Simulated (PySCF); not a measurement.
# Two-component Hartree-Fock for Tm⁵⁹⁺ (thulium, charge +59)

Start: [Ne]. Calculated with PySCF 2.14 in an even-tempered Gaussian basis (17 s from 41 bohr⁻², ratio 2.4; 13 p from 53 bohr⁻², ratio 2.4; 5 d from 190 bohr⁻², ratio 2.6; 4 f from 280 bohr⁻², ratio 2.6): generalised Hartree-Fock with the X2C-1e Hamiltonian and a Gaussian nucleus; one run each with spin-orbit coupling (SO) switched off, then screened by Boettger's factors.

```tsv
spinor shell	electrons	ε, spin-free (eV)	ε, screened SO (eV)	weight of nominal j (screened SO)	rms radius, screened SO (bohr)
1s1/2	2	-64636.9	-64626.3	1.000	0.0227
2s1/2	2	-14815.4	-14812.8	1.000	0.0900
2p1/2	2	-13662.8	-14384.7	1.000	0.0766
```

(1) Where does 2p3/2 lie, and what is the 2p spin-orbit splitting (screened SO)?

```
   quantity    spin-free  screened SO
E (hartree)  -9473.53292  -9483.11915
        M_J            0            0
       ⟨J²⟩        0.000        0.000
       ⟨L²⟩        0.000        0.025
       ⟨S²⟩        0.000        0.025
```

Breit and QED terms are absent; they matter most for the inner s and p1/2 levels.

Densities and radii are taken from the X2C orbitals without a picture-change correction, which distorts them close to the nucleus.

Without spin-orbit coupling the j labels of p, d and f shells carry no meaning; the spin-free column gives the mean over the occupied spinors of each nl shell.

Results:

(1) At -13364.0 eV, 1020.7 eV above 2p1/2.
